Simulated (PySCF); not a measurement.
Isomers C₇H₉FNP:

A. `CN(C)c1ccpc(F)c1`
B. SMILES CP(N)c1cccc(F)c1
C. `Cc1cn(C2CC2)c(F)p1`

Spectrum 1. ¹H NMR (300 MHz, computed): δ 6.63 (m, 1H), 3.10 (m, 1H), 2.47 (m, 3H), 0.99 (m, 2H), 0.96 (m, 2H). ¹³C{¹H} NMR (computed): δ 196.7 (C), 143.7 (C), 123.4 (CH), 28.4 (CH), 19.0 (CH3), 9.6 (CH2).

Spectrum 2. ¹H NMR (300 MHz, computed): δ 8.57 (m, 1H), 7.77 (m, 1H), 7.45 (m, 1H), 7.31 (m, 1H), 1.30 (m, 3H), 0.35 (br s, 2H). ¹³C{¹H} NMR (computed): δ 172.3 (C), 156.1 (C), 135.9 (CH), 126.5 (CH), 124.3 (CH), 121.9 (CH), 27.3 (CH3).

Spectrum 3. ¹H NMR (300 MHz, computed): δ 8.80 (m, 1H), 6.96 (m, 1H), 6.90 (m, 1H), 3.18 (s, 6H). ¹³C{¹H} NMR (computed): δ 211.2 (C), 164.6 (CH), 155.5 (C), 118.3 (CH), 110.9 (CH), 42.2 (CH3).

[PySCF: GFN2-xTB geometry; shieldings: GIAO PBE0/pcSseg-1; a single conformation; no solvent model; averaged over atoms made equivalent by symmetry, fast rotation or ring inversion; relativity neglected]

Referencing at the same level of theory: TMS for ¹H (σref 31.72), ¹³C (σref 186.93). Splittings of carbon signals by F and P are missing where no couplings were computed. Where no couplings were computed, multiplicities follow the n + 1 count of equivalent neighbours, and m marks all less simple cases (inequivalent or close neighbours, rings, F or P nearby). Shifts are as computed. Against solution values, carbons near 30 ppm lie about +3 ppm off and those near 130 ppm about +5 ppm. Of 1211 compounds with measured shifts, 218 miss one by over three times the rms of a fit or turn the order of signals round; such compounds aren't used in these exercises. OH and NH positions are gas-phase values without hydrogen bonding to other molecules.

Problem. Match each spectrum to its structure.

Solution. 1–C, 2–B, 3–A.

- Spectrum 1 (C): 6 ¹³C signals; δC 196.7 is an aromatic carbon bearing fluorine; δC 28.4 is a three-membered-ring carbon.
- Spectrum 2 (B): 7 ¹³C signals; δC 172.3 is an aromatic carbon bearing fluorine; δC 135.9 is an aromatic CH.
- Spectrum 3 (A): 6 ¹³C signals; δC 211.2 is an aromatic carbon bearing fluorine; δC 155.5 is an aromatic carbon bearing nitrogen.
